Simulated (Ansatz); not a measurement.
Start from `N[Si](O)(Cl)Br` and change one atom or group to get `O[Si](F)(Cl)Br`.

Ansatz, PBE0-D4/def2-TZVP geometries, multiplicity 1. Each molecule was computed in one conformer, which needn't be the lowest.

Scalar relativity is left out up to krypton.

```json
{"property": "HOMO energy (PBE0/def2-TZVPP) / eV", "`N[Si](O)(Cl)Br`": "-8.05"}
{"property": "size of the dipole moment (B3LYP/def2-TZVPP) / D", "`N[Si](O)(Cl)Br`": "2.92"}
{"property": "LUMO energy (B3LYP/def2-TZVPP) / eV", "`N[Si](O)(Cl)Br`": "-0.09"}
{"property": "HOMO energy (B3LYP/def2-TZVPP) / eV", "`N[Si](O)(Cl)Br`": "-7.78"}
{"property": "HOMO–LUMO gap (PBE/def2-TZVPP) / eV", "`N[Si](O)(Cl)Br`": "5.95"}
{"property": "size of the dipole moment (PBE/def2-TZVPP) / D", "`N[Si](O)(Cl)Br`": "2.89"}
```

(1) What does the change do to each property? (Estimate.)

Results:

(1) Computed: 
| property | `O[Si](F)(Cl)Br` | shift |
| --- | --- | --- |
| HOMO energy (PBE0/def2-TZVPP) / eV | -9.01 | -0.96 |
| size of the dipole moment (B3LYP/def2-TZVPP) / D | 1.68 | -1.24 |
| LUMO energy (B3LYP/def2-TZVPP) / eV | -0.42 | -0.33 |
| HOMO energy (B3LYP/def2-TZVPP) / eV | -8.72 | -0.94 |
| HOMO–LUMO gap (PBE/def2-TZVPP) / eV | 6.58 | 0.63 |
| size of the dipole moment (PBE/def2-TZVPP) / D | 1.63 | -1.26 |

With PBE0 the HOMO falls by 0.96 eV and the LUMO falls by 0.35 eV, so the gap widens by about 0.61 eV. PBE moves the HOMO by -1.02 eV and ωB97M-V by -0.89 eV. The zero-point energy changes by -62.4 kJ/mol with -6 modes. Dipoles are sizes alone; their direction can turn.

B3LYP here is the variant with VWN-RPA as its local correlation; programs differ in this.

Spin–orbit coupling is left out; it splits and shifts lone-pair levels of the heavy atoms by tenths of an eV.
